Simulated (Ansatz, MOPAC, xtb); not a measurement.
Noncovalent pair: C2H2 (SMILES C#C) (first 4 atoms) with CH3Br (SMILES CBr); geometry from B3LYP-D3(BJ)/def2-TZVP, rigid monomers moved along the line of their centres of mass till C1···H7 is 3.61 Å.
(charge 0, multiplicity 1):
```xyz
9

C     -0.048     0.493     0.174
C     -0.007    -0.267    -0.751
H     -0.086     1.153     1.009
H      0.030    -0.932    -1.578
C     -0.488    -1.135     4.445
Br    -0.438     0.744     5.000
H     -0.391    -1.158     3.365
H     -1.439    -1.543     4.767
H      0.342    -1.638     4.930
```

Interaction energies are E(AB) − E(A) − E(B) at the monomers' geometry in the complex; basis-set methods are counterpoise corrected.

Frozen-core correlation. Filled d and f shells under p-block atoms count as core. The state that PM7 reach isn't checked; PM7 holds dispersion and hydrogen-bond terms.

Codes used: Ansatz (a first-principles code) with Gaussian orbitals; MOPAC for PM7 (differences of heats of formation); xtb for the GFN methods. Each number belongs to the level named beside it.

Q: Predict the interaction energy from PM7.

A: -3 kJ/mol
